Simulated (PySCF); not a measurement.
Isomers of C6H6O2S. Method used: PySCF, PBE0-D3(BJ)/def2-SVP geometry optimisation, gas phase. One conformer each; no zero-point energy, no entropy. No frequencies were run at this level. Point groups hold within 0.08 Å.

**Question.** Order them by energy at this level, lowest first, and give relative energies in kJ/mol.
A. `[CH3:1][O:2][C:3](=[O:4])[c:5]1[cH:6][cH:7][cH:8][s:9]1` with C1–O2–C3–O4 0°, O2–C3–C5–C6 -179°
B. `[cH:1]1[s:2][cH:3][c:4]2[c:5]1[O:6][CH2:7][CH2:8][O:9]2` with C4–C5–O6–C7 16°, C5–O6–C7–C8 -45°, O6–C7–C8–O9 63°, C7–C8–O9–C4 -45° (3,4-ethylenedioxythiophene)

**Answer.** A (0.0), B (96.5).

As drawn, the lower has a C=O bond and a C(=O)–O unit, which the higher lacks.

| SMILES | E (Eh) | E rel (kJ/mol) | dipole (D) | point group | A, B, C (MHz) |
| --- | --- | --- | --- | --- | --- |
| COC(=O)c1cccs1 | -779.93052 | 0.0 | 1.65 | Cs | 3356, 972.3, 757.5 |
| c1scc2c1OCCO2 | -779.89376 | 96.5 | 2.12 | C2 | 3416, 1153, 883.4 |

**Question.** How do the relative energies change in single points at PBE0/pcSseg-1 (no added dispersion term) on the same geometries?

**Answer.** 
```
        SMILES  PBE0-D3(BJ)/def2-SVP (kJ/mol)  PBE0/pcSseg-1 (kJ/mol)  shift
COC(=O)c1cccs1                            0.0                     0.0    0.0
 c1scc2c1OCCO2                           96.5                   110.5  +14.0
```

Each column counts from its own lowest isomer. The order is unchanged; the largest shift is 14.0 kJ/mol.
